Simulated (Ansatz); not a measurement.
C5H5, doublet, geometry from GFN2-xTB; Ansatz (an electronic-structure program) with CAM-B3LYP/3-21G.

Ansatz was given this input:
Ansatz 0.2 input:
```yaml
crystal:
  periodic: [false, false, false]
  atoms:
    - {symbol: C, position_ang: [0.08089139, -1.13832774, -0.30412810]}
    - {symbol: C, position_ang: [-1.08301797, -0.49352936, 0.18571370]}
    - {symbol: C, position_ang: [-0.76623414, 0.81383657, 0.41864055]}
    - {symbol: C, position_ang: [0.63682497, 1.00724780, 0.06790029]}
    - {symbol: C, position_ang: [1.13146724, -0.18826332, -0.36786890]}
    - {symbol: H, position_ang: [0.15454150, -2.17475403, -0.58103110]}
    - {symbol: H, position_ang: [-2.03446684, -0.96603002, 0.33925170]}
    - {symbol: H, position_ang: [-1.41218440, 1.58601889, 0.79282883]}
    - {symbol: H, position_ang: [1.16156237, 1.94080902, 0.14943712]}
    - {symbol: H, position_ang: [2.13095837, -0.39182755, -0.70203180]}
basis:
  gaussian:
    orbitals: 3-21G.json
hamiltonian:
  xc: cam_b3lyp
magnetization: {spin_polarized: true, initial_magnetization: 1}
```
The basis file holds 3-21G in the JSON format of the Basis Set Exchange.

The log (banner, timings and long lists left out):

```
Functional definition: CAM-B3LYP
750 factors; integrals over basis functions are off by at most 9.3e-4 eV
258 factors; integrals over basis functions are off by at most 4.8e-6 eV
mean field evaluation 1: about -5229.3978 eV, gradient 2.3e1 eV
mean field evaluation 2: about -5230.8306 eV, gradient 1.5e1 eV
mean field evaluation 4: about -5231.9821 eV, gradient 8.6e-1 eV
mean field evaluation 8: about -5232.0429 eV, gradient 6.7e-2 eV
mean field evaluation 16: about -5232.0430 eV, gradient 5.2e-5 eV
mean field -5232.04298555 eV, -192.2740333127 hartree, gradient 1.5e-5 eV, S^2 0.776130; 1 other end points of the search recorded, 0 dependent functions left out
reference -5232.04308340 eV, -192.2740369089 hartree; 18, 17 occupied and 37, 38 virtual orbitals, 750 factors
Total energy: -5232.04308340 eV, -192.2740369089 hartree
```
